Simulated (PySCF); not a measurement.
## Frontier levels across methods

Compound: C4H8OSi.
Cartesian coordinates in Å at the PBE0-D3(BJ)/def2-SVP level; atoms count from 1:
```
atom  x, y, z in Å
Si1    2.758   -0.223    0.273
O2     1.131   -0.272   -0.122
C3     0.209    0.662    0.220
C4    -1.086    0.500   -0.001
C5    -2.441    1.036    0.105
C6    -2.170   -0.338   -0.501
H7     2.940   -0.209    1.756
H8     3.356   -1.449   -0.315
H9     3.398    1.000   -0.300
H10    0.587    1.582    0.688
H11   -2.920    1.078    1.090
H12   -2.746    1.841   -0.573
H13   -2.289   -0.455   -1.584
H14   -2.459   -1.223    0.078
```

Basis pcSseg-1 throughout (PySCF), one geometry. The structure is a single PBE0-D3(BJ)/def2-SVP conformer in the gas phase; no vibrational or solvent corrections.

Q: How do the orbital energies, the gap and the dipole change with the method?

A: 
| method | kind | HOMO (eV) | LUMO (eV) | gap (eV) | μ (D) | SCF cycles |
| --- | --- | --- | --- | --- | --- | --- |
| BLYP | GGA | -5.20 | -0.44 | 4.76 | 0.72 | 15 |
| B97-D | GGA | -5.32 | -0.46 | 4.86 | 0.74 | 15 |
| OPBE | GGA | -5.32 | -0.47 | 4.85 | 0.75 | 15 |
| PBE | GGA | -5.35 | -0.61 | 4.74 | 0.72 | 15 |
| KT2 | GGA | -5.37 | -0.74 | 4.64 | 0.71 | 16 |
| KT3 | GGA | -5.38 | -0.61 | 4.77 | 0.74 | 16 |
| BP86 | GGA | -5.46 | -0.64 | 4.81 | 0.72 | 15 |
| LDA | LDA | -5.50 | -0.87 | 4.63 | 0.73 | 15 |
| B97-2 | global hybrid | -6.26 | 0.32 | 6.58 | 0.80 | 13 |
| B3LYP | global hybrid | -6.29 | 0.10 | 6.39 | 0.80 | 13 |
| PBE0 | global hybrid | -6.51 | 0.29 | 6.80 | 0.80 | 14 |
| mPW1PW91 | global hybrid | -6.54 | 0.32 | 6.86 | 0.82 | 14 |
| BHandHLYP | global hybrid | -7.53 | 1.23 | 8.76 | 0.88 | 13 |
| CAM-B3LYP | range-separated hybrid | -7.81 | 1.35 | 9.15 | 0.84 | 13 |
| wB97X-D | range-separated hybrid | -8.34 | 2.11 | 10.45 | 0.83 | 14 |
| HF | Hartree–Fock | -9.07 | 3.56 | 12.63 | 0.96 | 11 |
| LC-wPBE | range-separated hybrid | -9.16 | 2.54 | 11.70 | 0.87 | 13 |

The HOMO spans 3.96 eV, from BLYP down to LC-wPBE, and the gap runs from 4.63 eV (LDA) to 12.63 eV (HF). Over the methods BLYP (0 %), B97-D (0 %), OPBE (0 %), PBE (0 %), KT2 (0 %), KT3 (0 %), BP86 (0 %), LDA (0 %), B97-2 (21 %), B3LYP (20 %), PBE0 (25 %), mPW1PW91 (25 %), BHandHLYP (50 %), HF (100 %), a straight line through the gap against the share of exact exchange rises by 0.79 eV for each 10 % (correlation coefficient 0.999). The dipole ranges from 0.71 D (KT2) to 0.96 D (HF). This basis has no diffuse functions.
